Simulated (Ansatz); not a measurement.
`C[O][Zr]1234([O]C)([N](C)C)[C@@H]5[C@H]1[C@H]2[C@@]3(C)[C@@H]54`. Total charge 0; spin multiplicity 1. Zr: def2 effective core potential. The geometry is a stationary point of PBE0-D4/def2-TZVP. It is one conformer, not always the lowest.

```xyz
33

C     0.801   -3.071   -1.785
O     0.581   -1.736   -1.498
Zr   -0.176   -0.198   -0.593
O    -1.322    0.802   -1.797
C    -2.498    1.320   -2.309
N     1.439    1.044   -0.333
C     2.766    0.573   -0.042
C     1.339    2.477   -0.265
C    -1.485   -1.885    0.821
C    -2.316   -0.761    0.696
C    -1.694    0.316    1.371
C    -0.485   -0.144    1.940
C     0.432    0.633    2.823
C    -0.349   -1.502    1.574
H     0.456   -3.721   -0.969
H     0.274   -3.369   -2.700
H     1.870   -3.262   -1.937
H    -2.828    0.753   -3.188
H    -2.358    2.364   -2.616
H    -3.307    1.295   -1.566
H     3.104    0.862    0.967
H     2.816   -0.518   -0.112
H     3.503    0.978   -0.753
H     2.017    2.963   -0.984
H     0.324    2.808   -0.504
H     1.596    2.870    0.732
H    -1.662   -2.860    0.391
H    -3.249   -0.715    0.153
H    -2.084    1.322    1.455
H     0.421    1.695    2.577
H     0.130    0.531    3.870
H     1.461    0.280    2.740
H     0.480   -2.144    1.842
```

Q: What is the dipole moment at B3LYP/def2-TZVPP? (An estimate is asked.)

A: Ansatz gave: 0.86 D, with components (-0.48, -0.29, 0.66) D in this frame, pointing from negative to positive charge.

Q: And with PBE, r2SCAN, ωB97M-V? (An estimate is asked.)

A: Ansatz gave: PBE 0.66 D, r2SCAN 0.75 D, ωB97M-V 1.02 D.

Q: Give the Mulliken charges with B3LYP, ωB97M-V, r2SCAN in def2-TZVPP. (Estimate.)

A: The calculation gave: 
| atom | B3LYP | ωB97M-V | r2SCAN |
| --- | --- | --- | --- |
| C1 | -0.13 | -0.20 | 0.00 |
| O2 | -0.48 | -0.44 | -0.48 |
| Zr3 | 1.07 | 0.91 | 1.02 |
| O4 | -0.48 | -0.44 | -0.48 |
| C5 | -0.13 | -0.20 | 0.00 |
| N6 | -0.35 | -0.34 | -0.35 |
| C7 | -0.17 | -0.24 | -0.04 |
| C8 | -0.17 | -0.24 | -0.04 |
| C9 | -0.15 | -0.15 | -0.13 |
| C10 | -0.15 | -0.15 | -0.13 |
| C11 | -0.21 | -0.16 | -0.18 |
| C12 | 0.08 | 0.03 | 0.11 |
| C13 | -0.29 | -0.36 | -0.21 |
| C14 | -0.21 | -0.16 | -0.18 |
| H15 | 0.07 | 0.09 | 0.03 |
| H16 | 0.09 | 0.12 | 0.05 |
| H17 | 0.09 | 0.11 | 0.05 |
| H18 | 0.09 | 0.12 | 0.05 |
| H19 | 0.10 | 0.11 | 0.05 |
| H20 | 0.07 | 0.09 | 0.03 |
| H21 | 0.07 | 0.10 | 0.03 |
| H22 | 0.08 | 0.10 | 0.04 |
| H23 | 0.08 | 0.12 | 0.04 |
| H24 | 0.08 | 0.12 | 0.04 |
| H25 | 0.08 | 0.10 | 0.04 |
| H26 | 0.07 | 0.10 | 0.03 |
| H27 | 0.13 | 0.13 | 0.10 |
| H28 | 0.13 | 0.13 | 0.10 |
| H29 | 0.13 | 0.13 | 0.10 |
| H30 | 0.08 | 0.11 | 0.06 |
| H31 | 0.10 | 0.13 | 0.07 |
| H32 | 0.08 | 0.11 | 0.06 |
| H33 | 0.13 | 0.13 | 0.10 |

B3LYP here is the variant with VWN-RPA as its local correlation; programs differ in this.
